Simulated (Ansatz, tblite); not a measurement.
Spin states of the cluster Na₂F₂, each relaxed with PBE0-D4/def2-TZVP in Ansatz. Electronic energies in the gas phase.

The xTB rows come from tblite. Correlated methods freeze 4 core orbitals; core or outer-core shells of Na are correlated, in sets that lack core-valence functions. HOMO above LUMO, or a gap near zero within one spin, warns that the state may not be the lowest or that an electron is smeared out. In the triplet, F3 and F4 lie 1.96 Å apart (atoms count from 1), so these atoms are partly bonded to each other. In the quintet geometry the species has come apart into loosely held pieces. The structure comes from a short search, and lower isomers may exist.

Singlet geometry (D2h within 0.1 Å):

Cartesian coordinates in Å:
```
Na -1.112 0.405 0.779
Na 1.112 -0.405 -0.779
F -0.069 -1.376 0.617
F 0.069 1.376 -0.617
```

Triplet geometry (D2h within 0.1 Å):

```xyz
4

Na    1.3355   -0.1111    1.4213
Na   -1.3366    0.1105   -1.4203
F     0.2137   -0.9176   -0.2725
F    -0.2126    0.9181    0.2715
```

Quintet geometry:

Cartesian coordinates in Å:
```
Na 1.369 -1.647 0.187
Na -1.468 1.566 -0.122
F -0.903 -1.079 -2.928
F 1.003 1.161 2.863
```

⟨S²⟩: triplet 2.01 at PBE0-D4/def2-TZVP (pure 2.00), quintet 6.00 at PBE0-D4/def2-TZVP (pure 6.00).

Run but left out: HF/def2-TZVPP, MP2/def2-TZVPP, CCSD/def2-TZVPP, CCSD(T)/def2-TZVPP (flagged by the program: other roots).

Only these spin states were relaxed. The quintet has fallen apart into loose fragments. The quintet has other bonds than the singlet, so the gap mixes isomer and spin.

```json
{"level": "HF/def2-TZVP", "triplet − singlet (kcal/mol)": "116.2", "quintet − singlet (kcal/mol)": "196.2", "lowest of these": "singlet"}
{"level": "PBE-D4/def2-TZVP", "triplet − singlet (kcal/mol)": "104.5", "quintet − singlet (kcal/mol)": "278.3", "lowest of these": "singlet"}
{"level": "r2SCAN0-D4/def2-TZVP", "triplet − singlet (kcal/mol)": "117.5", "quintet − singlet (kcal/mol)": "268.3", "lowest of these": "singlet"}
{"level": "ωB97X-V/def2-TZVP", "triplet − singlet (kcal/mol)": "126.4", "quintet − singlet (kcal/mol)": "284.4", "lowest of these": "singlet"}
{"level": "PBE-QIDH/def2-TZVP", "triplet − singlet (kcal/mol)": "128.5", "quintet − singlet (kcal/mol)": "274.0", "lowest of these": "singlet"}
{"level": "RPA@PBE/def2-TZVP", "triplet − singlet (kcal/mol)": "104.5", "quintet − singlet (kcal/mol)": "251.9", "lowest of these": "singlet"}
{"level": "MP2/def2-TZVP", "triplet − singlet (kcal/mol)": "148.6", "quintet − singlet (kcal/mol)": "290.0", "lowest of these": "singlet"}
```

Question: Estimate the rows for GFN1-xTB, GFN2-xTB, HF/STO-3G, LDA (SPW92)/def2-TZVP, r2SCAN-D4/def2-TZVP, PBE0-D4/def2-TZVP, B2PLYP/def2-TZVP.

Answer: 
```
                level  triplet − singlet (kcal/mol)  quintet − singlet (kcal/mol)  lowest of these                                               remarks
             GFN1-xTB                         142.4                         352.8          singlet                                                     –
             GFN2-xTB                         111.3                         300.5          singlet                                                     –
            HF/STO-3G                         195.9                         308.9          singlet  HOMO above zero (quintet), HOMO above zero (triplet)
LDA (SPW92)/def2-TZVP                         111.0                         313.9          singlet               gap within one spin near zero (quintet)
  r2SCAN-D4/def2-TZVP                         110.7                         279.0          singlet                                                     –
    PBE0-D4/def2-TZVP                         113.2                         267.5          singlet                                                     –
     B2PLYP/def2-TZVP                         122.7                         280.6          singlet                                                     –
```

The xTB methods have no spin-polarisation term.
